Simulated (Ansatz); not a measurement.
# Worked example: C2H6GeO2 → GeH3O + C2H3O

Species: C2H6GeO2 `CC(=O)[O][GeH3]`, singlet; GeH3O `[O][GeH3]`, doublet; C2H3O `C[C]=O`, doublet. 

Shapes, held fixed at every level: PBE0-D4/def2-TZVP. Flexible molecules stand in one conformer, not always the lowest. Programs: Ansatz 0.2.0. The zero-point and thermal change to 298 K, harmonic and unscaled (PBE0-D4/def2-TZVP), is -16.4 kJ/mol.

At CCSD(T)/def2-TZVPP; 1 Eh = 2625.50 kJ/mol:

```
 species   energy (Eh)
C2H6GeO2  -2305.579228
   GeH3O  -2152.456594
   C2H3O   -152.940188
```

Question: Work out ΔH(298 K) of the reaction at this level.

Answer: 
1. Products less reactants: (-2152.456594) + (-152.940188) − [(-2305.579228)] = 0.182446 Eh = +479.0 kJ/mol.
2. With the thermal change: +479.0 + (-16.4) = +462.6 kJ/mol.

Other levels give +321.5 (HF/def2-TZVPP) to +468.0 kJ/mol (wB97M-V/def2-TZVPP). No measured value is set beside it here. Open shells run unrestricted unless RO is named. Relativity is left out for Ge unless named. Correlated rows may include outer-core shells of Ge, which these sets cover unevenly.
